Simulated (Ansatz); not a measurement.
`C=C1O[Si]1(C)N`, relaxed with RKS PBE-D4/def2-SVP in Ansatz from a rough embedded geometry. The force threshold is 0.03 eV/Å; the program also tests the step.

Charge 0, multiplicity 1.

Start:

```xyz
13

C    -2.424    0.584   -0.671
C    -1.166    0.097   -0.384
O    -0.662   -1.132   -0.168
Si    0.426    0.102   -0.088
C     1.197    0.188    1.615
N     1.561   -0.300   -1.300
H    -3.229   -0.135   -0.799
H    -2.581    1.601   -0.855
H     2.030    0.816    1.695
H     0.451    0.507    2.378
H     1.544   -0.822    1.981
H     1.039   -0.204   -2.176
H     1.815   -1.302   -1.228
```

Task: By how much does the energy fall, and how many steps does the optimiser take? (An estimate is asked.)

Result: Ansatz gave: 33.31 kcal/mol, in 10 steps, 1 of them rejected.

Task: Which bonds change most? (An estimate is asked.)

Result: Ansatz gave: C2–Si4 from 1.619 to 1.799 Å; O3–Si4 from 1.647 to 1.749 Å; C2–O3 from 1.346 to 1.415 Å; C5–H9 from 1.046 to 1.109 Å.

Task: Give the relaxed structure. (Estimate.)

Result: Computed: 
```xyz
13

C    -2.539    0.671   -0.710
C    -1.361    0.131   -0.364
O    -1.054   -1.185    0.054
Si    0.379   -0.185   -0.032
C     1.232    0.085    1.604
N     1.514   -0.408   -1.296
H    -3.464    0.071   -0.693
H    -2.593    1.725   -1.017
H     1.922    0.952    1.568
H     0.474    0.261    2.391
H     1.821   -0.813    1.888
H     1.213   -0.540   -2.264
H     2.455   -0.766   -1.129
```
